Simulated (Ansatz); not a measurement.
CH₆F₂O₂Si₂, SMILES `O[SiH2]C[Si](O)(F)F`. Charge 0, multiplicity 1. The structure was optimised at the PBE0-D4/def2-TZVP level. It is one conformer, not always the lowest.

```xyz
13

O     0.842   -0.353   -2.278
Si   -0.601    0.166   -1.687
C    -0.412    0.835    0.058
Si    0.209   -0.374    1.279
O     0.859    0.361    2.566
F     1.302   -1.322    0.595
F    -0.936   -1.374    1.739
H     1.320   -0.992   -1.745
H    -1.050    1.243   -2.601
H    -1.616   -0.923   -1.659
H    -1.380    1.214    0.404
H     0.279    1.685    0.028
H     1.183   -0.163    3.300
```

**Question.** What is the dipole moment at B3LYP/def2-TZVPP? (Estimate.)

**Answer.** The calculation gave: 2.00 D, with components (0.24, 0.55, 1.91) D in this frame, pointing from negative to positive charge.

**Question.** And with PBE, r2SCAN, ωB97M-V? (Estimate.)

**Answer.** Computed: PBE 1.97 D, r2SCAN 2.01 D, ωB97M-V 2.02 D.

**Question.** Give the Mulliken charges with B3LYP, PBE, r2SCAN in def2-TZVPP. (Estimate.)

**Answer.** Computed: 
```tsv
atom	B3LYP	PBE	r2SCAN
O1	-0.40	-0.36	-0.42
Si2	0.50	0.41	0.52
C3	-0.36	-0.32	-0.35
Si4	0.87	0.72	0.87
O5	-0.38	-0.34	-0.40
F6	-0.33	-0.29	-0.33
F7	-0.31	-0.27	-0.31
H8	0.19	0.19	0.21
H9	-0.08	-0.07	-0.08
H10	-0.09	-0.09	-0.10
H11	0.10	0.11	0.09
H12	0.11	0.12	0.10
H13	0.19	0.20	0.21
```

B3LYP here is the variant with VWN-RPA as its local correlation; programs differ in this.
